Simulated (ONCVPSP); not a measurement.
## Configuration tests for strontium (ONCV)

| Property | Result |
| --- | --- |
| Element | strontium (Sr) |
| Generator | ONCVPSP 4.0.1 |
| Type | optimised norm-conserving Vanderbilt (ONCV) |
| Functional | BLYP |
| Relativity | scalar-relativistic |
| Frozen core | [Ar] 3d10 |
| Valence charge | 10 |
| Reference configuration | 4s2 4p6 5s2 |
| Partial waves | 4s+5s: rc 2.10 bohr, ncon 4, nbas 7, qcut 5.6 1/bohr, 2 projectors; 4p: rc 2.05 bohr, ncon 4, nbas 7, qcut 7.1 1/bohr, 1 projector; d scattering state at 0.35 Ha: rc 1.60 bohr, ncon 5, nbas 9, qcut 5.4 1/bohr, 3 projectors, debl 1.8 Ha; f scattering state at 0.4 Ha: rc 2.25 bohr, ncon 3, nbas 7, qcut 5.5 1/bohr, 2 projectors, debl 2.2 Ha |
| Local potential | polynomial inside 1.45 bohr (lpopt 5, dvloc0 6 Ha) |
| Core correction | Teter function, fcfact 4, rcfact 1.7 |

In the d channel the program set the typed energies aside and used 0.050, 1.850, 3.650 Ha.

Energies are relative to the spin-unpolarised reference configuration 4s2 4p6 5s2; without spin polarisation the order of configurations can differ from experiment.

| valence configuration | charge | ΔE all-electron (eV) | error AE − PS (meV) |
| --- | --- | --- | --- |
| 4s2 4p6 5s1.5 | +0.5 | 2.279 | -0.2 |
| 4s2 4p6 4d1 5s0 | +1 | 7.689 | -11 |

Q: What are ΔE and the potential's error for 4s2 4p6 5s0?

A: ΔE = 16.935 eV all-electron; the error (AE − PS) is -4.0 meV.

Q: What are ΔE and the potential's error for 4s2 4p6 5s1?

A: ΔE = 5.809 eV all-electron; the error (AE − PS) is -0.7 meV.

Note: ghosts flagged at negative energy: d at -29.4 eV; GHOST(+) flags only above 600 eV. A true bound ghost makes a file unfit for plane-wave use.
